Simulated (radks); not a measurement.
Q: The mean radii <r> (bohr) of the occupied orbitals of an atom or ion are listed with their occupations. All-electron calculation, Dirac Kohn-Sham, PBE, spin-unpolarised, spherical densities, finite nucleus; Fermi nuclear charge, rms radius of each element as measured or else 0.836 A^(1/3) + 0.57 fm. Program: a radial shooting solver on a logarithmic mesh with Libxc functionals.

orbital  occ.      <r>
1s1/2       2  0.03337
2s1/2       1   0.1406
2p1/2       2   0.1189
2p3/2       3   0.1233
3p1/2       1   0.3174

Name the element and its charge. Open shells, if any, fill j = l - 1/2 first.

A: Z = 44, ruthenium, charge +35: Ru35+ in [He] 2s1 2p5 3p1. The 1s radius gives Z: for a bare nucleus <r> = (2 gamma + 1)/(2Z) with gamma = sqrt(1 - (Z/c)^2), 0.03289 bohr for Z = 44, and screening makes it slightly larger (0.03337 here). The occupations add up to 9, and the charge is Z minus that.
